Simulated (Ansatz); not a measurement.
The same path of ClH3O2Sn + FH (9 atoms, charge 0, multiplicity 1) was run twice with different band settings. Lost on the way: Sn1–Cl2, F8–H9. Made: Sn1–F8, Cl2–H9.

All numbers below come from RKS PBE0/def2-SVP in Ansatz 0.2.0.

Relaxed end points:

```xyz
9
Properties=species:S:1:pos:R:3
Sn -0.038 0.035 -0.029
Cl -0.113 -0.138 2.362
O 1.807 -0.263 -0.635
H 1.889 -1.185 -0.912
H -0.851 1.386 -0.636
O -0.975 -1.623 -0.564
H -1.154 -2.200 0.188
F 1.225 2.103 1.094
H 1.080 1.667 1.910
```

```xyz
9
Properties=species:S:1:pos:R:3
Sn 0.337 0.228 -0.450
Cl -0.999 0.422 2.846
O 1.701 -0.187 -1.788
H 2.168 -1.006 -1.579
H -0.687 1.460 -0.993
O -0.352 -1.486 0.200
H -0.772 -1.362 1.066
F 1.297 0.952 1.123
H 0.176 0.763 2.354
```

Common settings: spring 5.0 eV/Å²; optimiser quadratic models (default); start path through a guess of the saddle point; force threshold 0.05 eV/Å; end points relaxed.

| run | movable images | climbing image | iteration limit |
| --- | --- | --- | --- |
| 1 | 9 | yes | 48 |
| 2 | 3 | no | 60 |

(1) What does each run give, and how far can it be trusted?

## Answers

(1) Run 1: converged after 17 iterations, highest image 0.487 eV above the first end. A vibrational analysis at the climbing image gives one clearly imaginary mode, 238i cm⁻¹: a first-order saddle point.
Run 2: converged after 26 iterations, highest image 0.439 eV above the first end. No image climbed, so the highest image needn't sit at the top of the path. So few images can step over the top or miss a turn of the path.
The orbitals stay closed-shell, which can raise the energy where a bond breaks towards radicals; this wasn't checked here.
